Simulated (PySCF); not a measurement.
# Two-dimensional NMR puzzle

Compound of formula C$_{8}$H$_{12}$P$_{2}$. Correlations simulated from computed shifts and the bond graph:

HSQC (one-bond C–H):
```
   δH     δC
10.80  195.6
 8.25  140.6
 3.06   29.8
 2.90   47.9
 1.65   32.5
```

COSY cross peaks (H two or three bonds apart, from the bond graph; peaks can be absent where the dihedral angle is near 90°):
```
  δH    δH
2.90  1.65
```

HMBC (two and three bonds, from the bond graph):
```
   δH                        δC
10.80              194.7, 180.0
 8.25  194.7, 180.0, 47.9, 29.8
 3.06              180.0, 140.6
 2.90        194.7, 140.6, 32.5
 1.65         194.7, 47.9, 32.5
```

Carbons without hydrogens: δ 194.7, 180.0.

Relativity neglected, one computed conformer, equivalent nuclei averaged, isolated molecule. Geometry from GFN2-xTB; σ from GIAO-PBE0/pcSseg-1; PySCF 2.14.0 with density-fitted response routines.

Scale: 1H (σ = 31.72 ppm), 13C (σ = 186.93 ppm) against TMS (reference shieldings calculated alike).

Exchangeable hydrogens are left out of these lists.

Assemble the structure.

Answers

`Cc1cc(C(C)C)pcp1`.

Numbering as in the mapped SMILES `[CH3:1][c:2]1[cH:3][c:4]([CH:5]([CH3:6])[CH3:7])[p:8][cH:9][p:10]1`; H(Xn) means a hydrogen on atom n.

1. δC 195.6 is C9, an aromatic CH (δH 10.80).
2. δC 194.7 is C4, a substituted aromatic carbon.
3. δC 180.0 is C2, a substituted aromatic carbon.
4. δC 140.6 is C3, an aromatic CH (δH 8.25).
5. δC 47.9 is C5, an sp3 CH on an aromatic ring (δH 2.90).
6. δC 32.5 is C6/C7, a methyl carbon (δH 1.65).
7. δC 29.8 is C1, a methyl carbon on an aromatic ring (δH 3.06).
8. HMBC from δH 10.80 reaches the proton-free carbons C4, C2.
9. HMBC from δH 8.25 reaches the proton-free carbons C4, C2.
10. HMBC from δH 3.06 reaches the proton-free carbon C2.
11. HMBC from δH 2.90 reaches the proton-free carbon C4.
12. COSY links 2.90–1.65.

The data come from this structure; uniqueness wasn't tested.

Shifts are as computed. Against solution values, carbons near 30 ppm lie about +3 ppm off and those near 130 ppm about +5 ppm. Of 1211 compounds with measured shifts, 218 miss one by over three times the rms of a fit or turn the order of signals round; such compounds aren't used in these exercises.
